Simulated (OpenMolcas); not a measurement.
# Kr3+: Slater's ratio, worked from levels

```
Program             : OpenMolcas 26.06
Basis               : ANO-R1 [5s4p3d1f]
Scalar Hamiltonian  : X2C, finite nucleus
Active space        : 3 electrons in 3 orbitals (4p)
State averaging     : 2S+1 = 4 odd, 1 root; 2S+1 = 2 odd, 8 roots
Spin-orbit coupling : state interaction with AMFI integrals over the reference wave functions, term energies averaged over their components
```

Methods: CASSCF; SS-CASPT2, IPEA 0.25 Eh, imaginary shift 0.1 Eh (closed shells correlated: 3d 4s). Measured levels: Saloman, J. Phys. Chem. Ref. Data 36, 215 (2007).

**Slater's ratio.** With one set of orbitals, p3 has ²D° - ⁴S° = 9 F2 and ²P° - ²D° = 6 F2 (F2 = F²/25), a ratio of 2/3. Term energies are centres of gravity, weighted by 2J + 1.

| Source | ²D° - ⁴S° | ²P° - ⁴S° | F2 from the first | Ratio |
| --- | --- | --- | --- | --- |
| CASSCF | 22492 | 39269 | 2499 | 0.746 |
| SS-CASPT2 | 20798 | 36066 | 2311 | 0.734 |
| measured | 18035 | 32623 | 2004 | 0.809 |

Energies in cm-1. A ratio away from 2/3 shows effects beyond one configuration with one set of orbitals, and in heavier atoms second-order spin-orbit shifts.

CASPT2 does not keep the components of a term degenerate, so their means are used; among the terms shown or strongly mixed into the levels shown the widest spread is 150 cm-1 (4s² 4p³ ²D°, SS-CASPT2). With the s shell closed, the reference lacks s² → p² mixing. The basis is small and was not contracted for so high a charge. Some terms miss by over 15 % even with CASPT2, which points to a basis or an active space too small for the shells correlated (holds for SS-CASPT2). Computed and measured levels are paired by configuration, term and J; levels that our copy of the source lacks, or whose pairing is in doubt (as where it misses far off the trend of its configuration), stay unpaired and out of the deviations. Levels of configurations outside the active space are missing.

° marks odd parity.
